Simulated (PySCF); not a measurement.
C₅H₅Cl, SMILES C#C/C(C)=C/Cl.

Geometry: PBE-D3(BJ)/def2-SVP. The structure was generated by enumeration; whether it is a known compound was not checked.

These are PBE-D3(BJ)/def2-SVP run with PySCF values and carry that method's errors.

Frequencies are harmonic and unscaled.

```tsv
mode	ν (cm⁻¹)	IR (km/mol)	moving atoms (share of kinetic energy)
1	110	0.5	H 96 %
2	146	0.3	C 72 %, H 16 %, Cl 12 %
3	155	0.2	C 69 %, H 18 %, Cl 13 %
4	244	2.0	C 51 %, Cl 28 %, H 21 %
5	353	6.0	C 76 %, H 21 %
6	421	2.4	C 59 %, Cl 32 %, H 9 %
7	518	6.5	C 85 %, H 13 %
8	530	2.4	C 74 %, H 26 %
9	605	37.3	H 79 %, C 21 %
10	659	34.9	H 79 %, C 21 %
11	779	12.1	C 81 %, H 15 %
12	801	26.2	H 68 %, C 32 %
13	855	50.8	C 72 %, H 17 %, Cl 12 %
14	983	32.2	H 62 %, C 38 %
15	1006	0.1	H 66 %, C 34 %
16	1168	10.1	H 54 %, C 46 %
17	1280	1.2	H 57 %, C 43 %
18	1340	7.6	H 65 %, C 35 %
19	1398	2.9	H 95 %
20	1403	8.3	H 97 %
21	1604	26.3	C 95 %
22	2141	5.9	C 92 %, H 8 %
23	2978	10.1	H 97 %
24	3056	4.8	H 91 %, C 9 %
25	3100	2.1	H 91 %, C 9 %
26	3152	4.9	H 91 %, C 9 %
27	3407	93.4	H 86 %, C 14 %
```
